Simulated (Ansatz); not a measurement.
`C[N](C)[In]([CH3])[O][SiH3]` → `[CH3][InH][O][SiH3]` + `C=NC`  (β-hydride elimination)

Isolated molecules relaxed with PBE0-D4/def2-TZVP in Ansatz; ΔE leaves out vibrations. CCSD(T)/CBS is the MP2 limit (def2-TZVPP, def2-QZVPP) plus CCSD(T) − MP2 in def2-TZVPP, frozen cores. Functionals use def2-TZVPP. B3LYP here is the variant with VWN-RPA as its local correlation; programs differ in this. def2 core potentials past Kr. For In outer-core shells are correlated without core-valence functions, which leaves a few kJ/mol of doubt a bond. Each species was taken in one conformer, which may not be the lowest.

CCSD(T)/CBS gives +30.7 kcal/mol.

(1) Another level gave +25.7 kcal/mol. Which?
A. B2PLYP/def2-TZVPP
B. B3LYP/def2-TZVPP
C. CCSD(T)/def2-TZVPP
D. LDA (SPW92)/def2-TZVPP

Largest T1 diagnostic among the species: 0.014.

Results:

(1) A. B2PLYP 25.7, CCSD(T)/def2-TZVPP 28.5, LDA (SPW92) 36.2, B3LYP 21.6 kcal/mol.

Leaving LDA and LC-ωPBE aside and taking each functional with its dispersion term where it has one, the values, not all of them listed here, spread over 7.7 kcal/mol, from BLYP-D4 to PBE-QIDH. LDA lies +11.2 kcal/mol from PBE without D4. The D4 term adds +4.8 kcal/mol with B3LYP and +2.8 kcal/mol with PBE0; it sums over pairs of atoms, weighted by their polarisabilities, and B3LYP, whose exchange is more repulsive, gets the larger term. At CCSD(T), def2-SVP lies −2.7 kcal/mol from the extrapolated value and def2-TZVPP −2.2 kcal/mol.
